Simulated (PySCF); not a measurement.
Coordinates in bohr (charge 0 multiplicity 4):
```
Re    0.0000    0.0000    0.0000
F     3.5296    0.0000    0.0000
F     0.0000    3.5296    0.0000
F    -3.5296    0.0000    0.0000
F     0.0000   -3.5296    0.0000
```

Method: PySCF, UB3LYP, basis Re def2-SVP with ECP60, F def2-SVP (scalar-relativistic core potentials, no spin–orbit coupling, density fitting).

This geometry of ReF₄ is a stationary point at this level.

What is the point group?

D4h.

Is it a minimum?

Yes: all harmonic wavenumbers are real.

Give the atomic charges and bond orders.


```csv
atom,Mulliken,Löwdin,polar tensor,spin (Mulliken),Mayer order to Re1
Re1,1.33,0.53,2.56,2.72,–
"F2,3,4,5",-0.33,-0.13,-0.64,0.07,1.04
```

Give the ideal-gas entropy at 298.15 K and 1 bar by parts.

translation 178.3, rotation 95.1, vibration 52.3, spin 11.5; total 337.3 J/(mol K).

Only a few start shapes were tried, so a lower isomer may exist. With open d or f shells other occupations or spin states may lie lower. No spin–orbit coupling is included, which matters more the heavier the element.
